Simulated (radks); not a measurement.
The numbers below are computed, except where a source is named.
Valence configurations of the iron ion Fe+ (all share [Ar]). Level of theory: non-relativistic Kohn-Sham, SCAN, spin-unpolarised, spherical densities, point nucleus; meta-GGA in the generalised Kohn-Sham scheme (a radial shooting solver on a logarithmic mesh with Libxc functionals). Energies are relative to 3d6 4s1; eigenvalues in eV.

valence          E (eV)    e(3d)    e(4p)    e(4s)
3d6 4s1           0.000  -16.220        -  -12.201
3d6 4s0.5 4p0.5   2.494  -16.936   -7.509  -12.428
3d6 4p1           4.949  -17.622   -7.863        -
3d5 4s1 4p1      11.536  -23.345   -9.171  -14.853
3d6.5 4s0.5      -1.665  -13.712        -  -11.079
3d7              -2.618  -11.448        -        -
3d4 4s1 4p2      28.738  -31.205  -10.878  -17.186
3d5.5 4s1 4p0.5   5.140  -19.677   -8.200  -13.589
3d5 4p2          17.203  -24.647   -9.772        -

NIST lists [Ar] 3d6 4s1 as the ground configuration; this level of theory puts 3d7 lower, by 2.618 eV. The energies are those of spherical spin-averaged densities, not of single terms. No valid solution was reached for [Ar] 3d5 4s2.
